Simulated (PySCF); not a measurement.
Excitations are Tamm–Dancoff values on a coarser integration grid. The basis has no diffuse functions, so Rydberg states are missing or too high.

Cartesian coordinates (Å):
```xyz
10

C      1.5499     0.0577    -0.1615
C      0.3388    -0.4552    -0.3383
C     -0.9333     0.3131    -0.1625
O     -1.7906    -0.2852     0.8103
H      2.4464    -0.5343    -0.2939
H      1.6871     1.0974     0.1154
H      0.2213    -1.5010    -0.6079
H     -1.5123     0.3123    -1.0885
H     -0.7115     1.3562     0.0930
H     -1.2958    -0.3611     1.6340
```
Charge 0, multiplicity 1.

**Question.** Give the brightest of the four lowest singlets (TDA), LUMO, T1 excitation (TDA), dipole moment and S1 excitation (TDA) at the level M06-2X/def2-TZVP // B3LYP-D3(BJ)/def2-TZVP run with PySCF.

**Answer.** 
| Item | Value |
|---|---|
| brightest of the four lowest singlets (TDA) | 8.07 eV |
| LUMO | 0.80 eV |
| T1 excitation (TDA) | 4.85 eV |
| dipole moment | 1.65 D |
| S1 excitation (TDA) | 7.07 eV |
